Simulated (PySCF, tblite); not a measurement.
A set of runs on `C[O][GeH2][CH2][SiH3]`; the geometry of each is named by its level. Settings lines and outputs come from a driver script.

Species: C2H10GeOSi.
Atom-mapped SMILES: `[CH3:1][O:2][GeH2:3][CH2:4][SiH3:5]` (hydrogens: H6, H7, H8 on C1; H9, H10 on Ge3; H11, H12 on C4; H13, H14, H15 on Si5)

Step 1: GFN2-xTB geometry optimisation, gas phase (tblite 0.8.0) (from a force-field or distance-geometry start)
```json
{"job": {"kind": "relax", "xc": "GFN2-xTB", "basis": "xTB"}, "charge": 0, "multiplicity": 1}
```
```
step      E/eV     max force
  0    -465.01119    1.250
  1    -465.09744    0.740
  2    -465.13567    0.537
...
 85    -465.31184    0.018
 86    -465.31188    0.021
 87    -465.31193    0.020
 88    -465.31196    0.011
 89    -465.31198    0.010
```

Energy lowered by 6.9 kcal/mol over 89 steps; largest atomic force 0.010 eV/Å at the end. «max force» is the largest atomic force in eV/Å.

Time: 0.51 s wall. Hardware: Arm Neoverse V1, one thread, shared host with 32 logical CPUs at a one-minute load of 4.7.

Step 2: GFN2-xTB harmonic vibrations, gas phase (tblite 0.8.0) (on the GFN2-xTB geometry)
```json
{"job": {"kind": "ir", "xc": "GFN2-xTB", "basis": "xTB"}, "charge": 0, "multiplicity": 1}
```
```
(table of modes left out)
```

39 modes from 52 to 2988 cm⁻¹ (unscaled, harmonic); zero-point energy 65.6 kcal/mol; all wavenumbers are real at this level.

On one thread, Arm Neoverse V1 (aarch64), no GPU, shared host with 32 logical CPUs at a one-minute load of 4.7, this took 0.42 s wall.

Step 3: TDDFT B3LYP/def2-SVPD, vertical, gas phase, core orbitals frozen in the response (PySCF 2.14.0, density-fitted response routines) (on the GFN2-xTB geometry)
```json
{"job": {"kind": "uv", "xc": "B3LYP", "basis": "def2-SVPD", "nstates": 8, "ntriplets": 3}, "charge": 0, "multiplicity": 1}
```
```
...
Static polarisability (au): isotropic 87.009, principal 77.786 85.046 98.195
Singlet excitations
state   eV       nm        f      main configurations
  1   6.4151    193.3   0.00127   H->L+1 0.81, H->L 0.16
  2   6.5612    189.0   0.00807   H->L 0.82, H->L+1 0.16
  3   7.0618    175.6   0.07661   H->L+2 0.92
  4   7.0990    174.7   0.00889   H-1->L+1 0.60, H-1->L 0.36
  5   7.2282    171.5   0.00517   H-1->L 0.60, H-1->L+1 0.32
  6   7.3088    169.6   0.01466   H->L+3 0.78, H->L+4 0.12
  7   7.4982    165.4   0.01075   H->L+4 0.76, H->L+3 0.14
  8   7.7109    160.8   0.02552   H-2->L 0.51, H-1->L+2 0.21, H->L+5 0.20
Triplet excitations (Tamm-Dancoff, eV): 6.1474 6.4174 6.7775
```

HOMO -7.38 eV, LUMO -0.02 eV; lowest singlet 6.42 eV; lowest triplet 6.15 eV (Tamm–Dancoff); mean polarisability 87.0 au.

Hardware: one thread of an Arm Neoverse V1, shared host. Cost: 41 s, 0.83 GiB resident at most.

Geometry of the electronic-property runs (GFN2-xTB):
```
atom  x, y, z in Å
C1     2.0873    0.7683   -0.4935
O2     1.5178    0.6524    0.7874
Ge3    0.5262   -0.6941    1.3427
C4    -0.9967   -1.0199    0.1252
Si5   -2.1067    0.5057   -0.1024
H6     1.3209    0.7960   -1.2737
H7     2.7731   -0.0560   -0.7081
H8     2.6459    1.7057   -0.5172
H9     1.4192   -1.9259    1.4526
H10    0.1919   -0.1746    2.7081
H11   -0.5999   -1.3414   -0.8389
H12   -1.5800   -1.8512    0.5163
H13   -3.1741    0.1399   -1.0415
H14   -1.3425    1.6212   -0.6646
H15   -2.6869    0.8818    1.1885
```

 (This holds for the electronic-property runs.)

One conformer stands for the species.
